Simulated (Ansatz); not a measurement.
ClIn, triplet, at a GFN2-xTB geometry (such geometries of metal compounds can be far from the true shape) (the spin is typed, not shown lowest) (core potentials on In), with bond 2-1 at 2.4 times its length; Ansatz (an electronic-structure program) with CASSCF(4,5)/def2-SVP.

Input for Ansatz:
Ansatz 0.2 input:
```yaml
crystal:
  periodic: [false, false, false]
  atoms:
    - {symbol: In, position_ang: [-0.00000000, -0.00000000, -0.63631102]}
    - {symbol: Cl, position_ang: [0.00000000, 0.00000000, 5.29261048]}
basis:
  gaussian:
    orbitals: def2-SVP
hamiltonian:
  xc: hf
correlation: {active_space: {window: {electrons: 4, orbitals: 5}}}
magnetization: {spin_polarized: false, initial_magnetization: 2}
```

Output, abridged:

```
Functional definition: HF
497 factors; integrals over basis functions are off by at most 2.4e-4 eV
mean field evaluation 1: about -17639.8535 eV, gradient 2.0e1 eV
mean field evaluation 2: about -17639.8535 eV, gradient 2.0e1 eV
mean field evaluation 4: about -17646.7613 eV, gradient 9.9e0 eV
mean field evaluation 8: about -17647.1149 eV, gradient 1.9e-1 eV
mean field evaluation 16: about -17639.8535 eV, gradient 2.0e1 eV
mean field evaluation 32: about -17647.1120 eV, gradient 9.0e-7 eV
mean field evaluation 64: about -17647.1030 eV, gradient 7.1e-6 eV
mean field evaluation 96: about -17647.1055 eV, gradient 1.3e-1 eV
mean field evaluation 128: about -17647.1118 eV, gradient 1.9e-2 eV
mean field evaluation 160: about -17647.1037 eV, gradient 1.4e-1 eV
mean field evaluation 192: about -17647.1120 eV, gradient 2.4e-4 eV
mean field evaluation 224: about -17647.1149 eV, gradient 4.3e-2 eV
mean field evaluation 256: about -17647.1143 eV, gradient 2.2e-2 eV
mean field evaluation 288: about -17647.1117 eV, gradient 1.5e-1 eV
mean field evaluation 320: about -17642.5313 eV, gradient 5.6e0 eV
mean field evaluation 352: about -17499.0863 eV, gradient 7.6e1 eV
mean field -17647.11517740 eV, -648.5195211253 hartree, gradient 4.9e-6 eV, S^2 2.000000; 22 other end points of the search recorded, 0 dependent functions left out
reference -17647.11517740 eV, -648.5195211253 hartree; 20, 18 occupied and 24, 26 virtual orbitals, 497 factors
state -17647.67357047 eV, -648.5400416918 hartree
Total energy: -17647.67357047 eV, -648.5400416918 hartree
```
